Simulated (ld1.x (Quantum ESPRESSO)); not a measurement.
## potassium: TM semilocal pseudisation with LDA (PZ), non-relativistic reference atom.

```
Element                 : K (Z = 19)
Generator               : ld1.x (Quantum ESPRESSO) 7.5
Type                    : norm-conserving Troullier–Martins (semilocal form)
Functional              : LDA (PZ)
Relativity              : non-relativistic
Frozen core             : [Ar]
Valence charge          : 1
Reference configuration : 4s1 4p0
Partial waves           : 4s (bound): rc 3.85 bohr; 3d channel at 0.25 Ry: rc 3.60 bohr; 4p (bound, empty): rc 4.20 bohr
Local potential         : the p channel
Core correction         : none
```

* Cutoffs needed: 6 Ry and 6 Ry (the cutoffs (Ry, on a coarse ladder) from which the occupation-weighted sum of valence levels, in a spherical-Bessel basis at the reference potential, stays within 10 and 1 mRy of its value at 400 Ry)
* Ghost test: no extra level below or beside the all-electron valence levels (s, d, p tested); the semilocal form is local in each channel, so this says nothing of the separable form that plane-wave codes build from it (spherical-Bessel basis up to 400 Ry, 20 bohr box)
* Largest excitation error: +51 meV (all-electron minus pseudo) for 4s0 4p1, out of 2 test configurations
